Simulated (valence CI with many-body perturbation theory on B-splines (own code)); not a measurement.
Level structure of Ge²⁵⁺

Computed by configuration interaction combined with many-body perturbation theory (CI+MBPT): five valence electrons over a frozen Dirac-Fock core [He], a basis of 11 s, 11 p, 10 d, 8 f, 5 g, 2 h functions for each j, with the one-electron correlation potential Σ1 (screened to all orders), the two-electron term Σ2, the three-electron term Σ3, Breit, model QED; selected single and double excitations, second order for the rest, scaled by the run's own slope (own B-spline code, finite nucleus).

No measured spectrum was set against this ion. As an estimate, levels of excited configurations hold to 0.05 to 0.15 % of their energy, terms of the ground configuration to about 0.5 %. Among the levels kept, up to 5600 cm⁻¹ of a level comes from second order outside the variational space, and about a tenth of that is noise between levels of different J, which matters for small intervals.

Levels 1 to 45 of 209, with energies above the lowest level, (2s^2 2p1/2^2 2p3/2) J=3/2. "Leading %" is the weight of the configuration and term that name the level; weights of strongly mixed levels are sums over their largest components and can fall short, so below about 35 % the name and the second component can differ from the true leading terms, or belong to a minority configuration. In the jj column 3d3/2^4 stands for four electrons in 3d with j = 3/2. Lifetimes count E1, E2, E3, M1 and M2 decay at the calculated energies, and are blank where another channel may lead or the interval is too uncertain; long ones can be off by a factor of two.

```tsv
No.	Configuration	Term	J	E (eV)	Leading %	Second component	Lifetime	Leading jj
1	2s2.2p3	4S°	3/2	0.0	62	26 % 2s2.2p3 2P°		2s^2 2p1/2^2 2p3/2 (83 %)
2	2s2.2p3	2D°	3/2	29.0	60	29 % 2s2.2p3 4S°	4.28 μs	2s^2 2p1/2 2p3/2^2 (85 %)
3	2s2.2p3	2D°	5/2	38.9	100		24.3 μs	2s^2 2p1/2 2p3/2^2 (100 %)
4	2s2.2p3	2P°	1/2	52.9	99		2.61 μs	2s^2 2p1/2 2p3/2^2 (99 %)
5	2s2.2p3	2P°	3/2	78.1	62	28 % 2s2.2p3 2D°	1.07 μs	2s^2 2p3/2^3 (95 %)
6	2s.2p4	4P	5/2	134.1	92	8 % 2s.2p4 2D	47.9 ps	2s 2p1/2^2 2p3/2^2 (89 %)
7	2s.2p4	4P	3/2	154.8	89	7 % 2s.2p4 2D	24.2 ps	2s 2p1/2 2p3/2^3 (62 %)
8	2s.2p4	4P	1/2	157.8	82	18 % 2s.2p4 2S	22.6 ps	2s 2p1/2^2 2p3/2^2 (62 %)
9	2s.2p4	2D	3/2	186.6	76	13 % 2s.2p4 2P	11.7 ps	2s 2p1/2 2p3/2^3 (55 %)
10	2s.2p4	2D	5/2	194.6	92	8 % 2s.2p4 4P	16.9 ps	2s 2p1/2 2p3/2^3 (89 %)
11	2s.2p4	2S	1/2	213.0	50	38 % 2s.2p4 2P	6.86 ps	2s 2p1/2 2p3/2^3 (50 %)
12	2s.2p4	2P	3/2	221.8	82	17 % 2s.2p4 2D	5.00 ps	2s 2p1/2 2p3/2^3 (83 %)
13	2s.2p4	2P	1/2	252.8	62	32 % 2s.2p4 2S	5.43 ps	2s 2p3/2^4 (73 %)
14	2p5	2P°	3/2	340.3	98		6.03 ps	2p1/2^2 2p3/2^3 (98 %)
15	2p5	2P°	1/2	374.2	99		5.17 ps	2p1/2 2p3/2^4 (99 %)
16	2s2.2p2.3s	4P	1/2	1439.9	63	19 % 2s2.2p2.3s 2P	225 fs	2s^2 2p1/2^2 3s (93 %)
17	2s2.2p2.3s	4P	3/2	1465.6	90	7 % 2s2.2p2.3s 2P	286 fs	2s^2 2p1/2 2p3/2 3s (98 %)
18	2s2.2p2.3s	2P	1/2	1469.9	73	25 % 2s2.2p2.3s 4P	127 fs	2s^2 2p1/2 2p3/2 3s (97 %)
19	2s2.2p2.3p	4D°	1/2	1472.7	48	29 % 2s2.2p2.3p 2P°	19.4 ps	2s^2 2p1/2^2 3p1/2 (93 %)
20	2s2.2p2.3s	4P	5/2	1474.2	59	39 % 2s2.2p2.3s 2D	238 fs	2s^2 2p1/2 2p3/2 3s (91 %)
21	2s2.2p2.3s	2P	3/2	1477.9	49	47 % 2s2.2p2.3s 2D	132 fs	2s^2 2p1/2 2p3/2 3s (95 %)
22	2s2.2p2.3p	4D°	3/2	1485.7	39	26 % 2s2.2p2.3p 4P°	11.8 ps	2s^2 2p1/2^2 3p3/2 (86 %)
23	2s2.2p2.3p	2S°	1/2	1498.1	34	32 % 2s2.2p2.3p 4P°	20.8 ps	2s^2 2p1/2 2p3/2 3p1/2 (94 %)
24	2s2.2p2.3p	4D°	3/2	1502.1	46	28 % 2s2.2p2.3p 2D°	18.2 ps	2s^2 2p1/2 2p3/2 3p1/2 (92 %)
25	2s2.2p2.3p	4D°	5/2	1507.6	60	21 % 2s2.2p2.3p 2F°	31.2 ps	2s^2 2p1/2 2p3/2 3p1/2 (72 %)
26	2s2.2p2.3s	2D	5/2	1508.4	59	39 % 2s2.2p2.3s 4P	195 fs	2s^2 2p3/2^2 3s (90 %)
27	2s2.2p2.3p	4P°	5/2	1509.6	45	29 % 2s2.2p2.3p 2D°	11.5 ps	2s^2 2p1/2 2p3/2 3p3/2 (80 %)
28	2s2.2p2.3p	4P°	1/2	1511.1	51	22 % 2s2.2p2.3p 2S°	11.9 ps	2s^2 2p1/2 2p3/2 3p3/2 (92 %)
29	2s2.2p2.3s	2D	3/2	1511.2	50	42 % 2s2.2p2.3s 2P	137 fs	2s^2 2p3/2^2 3s (94 %)
30	2s2.2p2.3p	2D°	3/2	1513.9	53	22 % 2s2.2p2.3p 4P°	5.47 ps	2s^2 2p1/2 2p3/2 3p3/2 (92 %)
31	2s2.2p2.3p	4D°	7/2	1517.6	61	37 % 2s2.2p2.3p 2F°	29.5 ps	2s^2 2p1/2 2p3/2 3p3/2 (90 %)
32	2s2.2p2.3p	4S°	3/2	1518.8	43	29 % 2s2.2p2.3p 2P°	1.76 ps	2s^2 2p1/2 2p3/2 3p1/2 (59 %)
33	2s2.2p2.3d	4F	3/2	1522.4	48	16 % 2s2.2p2.3d 2D	172 fs	2s^2 2p1/2^2 3d3/2 (93 %)
34	2s2.2p2.3p	2P°	3/2	1522.9	58	21 % 2s2.2p2.3p 2D°	5.36 ps	2s^2 2p1/2 2p3/2 3p3/2 (66 %)
35	2s2.2p2.3p	2F°	5/2	1526.4	35	32 % 2s2.2p2.3p 2D°	7.42 ps	2s^2 2p1/2 2p3/2 3p3/2 (78 %)
36	2s2.2p2.3d	4F	5/2	1528.5	30	26 % 2s2.2p2.3d 4D	52.9 fs	2s^2 2p1/2^2 3d5/2 (88 %)
37	2s2.2p2.3s	2S	1/2	1530.2	79	10 % 2s2.2p2.3s 4P	172 fs	2s^2 2p3/2^2 3s (93 %)
38	2s2.2p2.3p	2P°	1/2	1532.5	74	14 % 2s2.2p2.3p 2S°	4.23 ps	2s^2 2p1/2 2p3/2 3p3/2 (77 %)
39	2s.2p3.3s	6S°	5/2	1543.2	85	10 % 2s.2p3.3s 4P°	2.54 ps	2s 2p1/2^2 2p3/2 3s (52 %)
40	2s2.2p2.3p	2D°	3/2	1547.5	33	26 % 2s2.2p2.3p 2P°	1.62 ps	2s^2 2p3/2^2 3p1/2 (78 %)
41	2s2.2p2.3d	2P	3/2	1548.8	40	38 % 2s2.2p2.3d 4F	90.9 fs	2s^2 2p1/2 2p3/2 3d3/2 (93 %)
42	2s2.2p2.3d	4F	5/2	1550.1	52	36 % 2s2.2p2.3d 2F	152 fs	2s^2 2p1/2 2p3/2 3d3/2 (90 %)
43	2s2.2p2.3d	4D	1/2	1550.4	80	14 % 2s2.2p2.3d 2P	198 fs	2s^2 2p1/2 2p3/2 3d3/2 (98 %)
44	2s2.2p2.3p	2D°	5/2	1550.4	52	27 % 2s2.2p2.3p 4P°	14.2 ps	2s^2 2p3/2^2 3p3/2 (91 %)
45	2s2.2p2.3d	4F	7/2	1550.5	62	30 % 2s2.2p2.3d 4D	854 fs	2s^2 2p1/2 2p3/2 3d5/2 (93 %)
```

The ionisation energy to 2s2.2p2 3P_0 of the next ion comes out as 2574.3 eV (NIST: 2575 ± 19 eV (semi-empirical)). All 209 levels together are meant to be complete up to 1753.0 eV.
